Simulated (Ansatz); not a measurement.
Geometry optimisation, Ansatz 0.2.0, RKS B3LYP-D4/def2-SVP.

Input file:

```yaml
crystal:
  periodic: [false, false, false]
  atoms:
    - { symbol: W, position_ang: [-0.455282, -0.063389, -0.19519] }
    - { symbol: H, position_ang: [1.876577, 0.195598, 1.537024] }
    - { symbol: H, position_ang: [2.232531, 0.074385, 0.923403] }
    - { symbol: O, position_ang: [-0.405931, 1.7459, 0.255131] }
    - { symbol: H, position_ang: [-0.683844, 2.509958, -0.274056] }
    - { symbol: H, position_ang: [-1.986476, -0.106929, -0.912934] }
    - { symbol: O, position_ang: [-0.269139, -1.821792, 0.368884] }
    - { symbol: H, position_ang: [-0.033005, -2.47766, 1.032455] }
    - { symbol: H, position_ang: [0.371569, -0.05607, -1.672717] }
basis:
  gaussian: { orbitals: def2-SVP }
hamiltonian:
  xc: b3lyp
  dispersion: d4
relax:
  f_tol: 0.03
  max_steps: 50
```

Run as:

```bash
$ ansatz run input.yaml --threads 2 --pin off --max-ram 3072MiB --backend cpu --events-out ev --progress --plain --runs-dir out
```

Q: Where does it end, and by what steps?

A: The run converged. After 15 steps the energy has fallen by 0.454 eV; H8 moved furthest, 0.66 Å. Joined: W1–H2 (2.92 → 1.93 Å), W1–H3 (2.91 → 1.94 Å).

```tsv
step	energy less start (eV)	largest force component (eV/Å)	accepted
0	0.0000	1.562	yes
1	-0.0898	0.328	yes
2	-0.1740	0.337	yes
3	-0.2850	0.469	yes
4	-0.2212	1.633	no
5	-0.3356	0.280	yes
6	-0.3537	0.323	yes
7	-0.3571	0.982	yes
8	-0.3741	0.585	yes
9	-0.3997	0.750	yes
10	-0.3395	0.771	no
11	-0.4361	0.578	yes
12	-0.4465	0.350	yes
13	-0.4356	0.572	no
14	-0.4469	0.688	yes
15	-0.4536	0.028	yes
```

```xyz
9
Properties=species:S:1:pos:R:3
W 0.017 -0.016 0.069
H 1.562 0.290 1.192
H 1.921 0.197 0.400
O -0.325 1.805 0.032
H -1.004 2.486 -0.019
H -1.605 -0.221 -0.526
O -0.064 -1.795 0.583
H -0.624 -2.558 0.760
H 0.768 -0.188 -1.429
```

The run took 33 s on 2 threads of Arm Neoverse V2, on a shared host, peak memory 0.17 GiB.
